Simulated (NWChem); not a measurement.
**Correlation energy of germylsilane (H$_{6}$GeSi)**

```
Ge
H 1 1.5407
H 1 1.5407 2 108.39
H 1 1.5407 2 108.39 3 -117.44
Si 1 2.3831 2 110.54 3 121.28
H 5 1.4947 1 110.13 2 180.00
H 5 1.4947 6 108.81 1 -120.80
H 5 1.4947 6 108.81 7 -118.41
```
Charge 0, spin multiplicity 1.

All runs are NWChem calculations. The geometry was optimised at PBE0/def2-SVP, a minimum by its harmonic frequencies.

Basis set: def2-SVP. Each correlation energy counts from its own Hartree-Fock reference.

The Hamiltonian is non-relativistic. The correlated methods keep 14 core orbitals frozen. Coupled-cluster values serve here as a point of comparison, not as the truth.

Problem. For the correlation energy, CCSD(T) gives -393.2 mHa and CR-CCSD[T] gives -391.8 mHa. What do MP2, CCSD, CR-CCSD(T) give?

Solution. MP2: -346.3 mHa; CCSD: -383.4 mHa; CR-CCSD(T): -391.1 mHa.
